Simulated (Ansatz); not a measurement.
Consider the atomization: `C1O[AsH]O1` → As• + C• + 3 H• + 2 O•.

Isolated molecules relaxed with PBE0-D4/def2-TZVP in Ansatz; ΔE leaves out vibrations. CCSD(T)/CBS adds triple-zeta CCSD(T) − MP2 to the extrapolated MP2 energy (def2 sets, frozen cores). This one scheme is used for every species, atoms too. DFT in def2-TZVPP. B3LYP here is the variant with VWN-RPA as its local correlation; programs differ in this. HSE06 is defined as in plane-wave codes. Open shells (•) are unrestricted, without spin–orbit coupling. Spin–orbit coupling would lower the free atoms: a little for C, O. Bonds to As are less sure, by a few kJ/mol each and by 10 to 20 or more in all where they break to atoms, as the def2 sets lack core-valence functions. Scalar relativity is left out up to krypton.

`C1O[AsH]O1`:

```xyz
7

C     0.274   -0.685   -0.187
O    -0.896   -0.490    0.595
As   -1.014    1.203   -0.031
O     0.230    0.416   -1.082
H     0.240   -1.638   -0.725
H     1.173   -0.628    0.448
H    -0.006    1.823    0.982
```

```
             level  ΔE (kJ/mol)  difference from CCSD(T)/CBS
           PBE0-D4       2434.7                         -6.2
          B3LYP-D4       2438.0                         -2.9
        r2SCAN0-D4       2362.2                        -78.7
          HSE06-D4       2436.3                         -4.6
            B2PLYP       2410.3                        -30.6
          PBE-QIDH       2398.6                        -42.3
             B3LYP       2416.0                        -24.9
             BHLYP       2282.5                       -158.4
  CCSD(T)/def2-SVP       2216.0                       -224.9
CCSD(T)/def2-TZVPP       2360.2                        -80.7
       CCSD(T)/CBS       2440.9                            0
```

Largest T1 diagnostic among the species: 0.013.

At CCSD(T), def2-SVP lies −224.9 kJ/mol from the extrapolated value and def2-TZVPP −80.7 kJ/mol: correlation converges slowly with the basis, and small sets miss more of it in the bonded molecule than in its fragments. From PBE to PBE0 (25 % exact exchange), in def2-TZVPP and without D4, ΔE moves by −102.0 kJ/mol: exact exchange takes away binding that semilocal exchange gives to molecules. Leaving LDA and LC-ωPBE aside and taking each functional with its dispersion term where it has one, the values, not all of them listed here, spread over 240.4 kJ/mol, from BHLYP-D4 to PBE-D4. LDA lies +425.0 kJ/mol from PBE without D4, its usual overbinding.

For atomizations the MP2-based limit and the directly extrapolated one differ by several kJ/mol either way, and by 10 to 25 for some Ge, Se and Sn compounds, so smaller differences from it don't rank the levels.
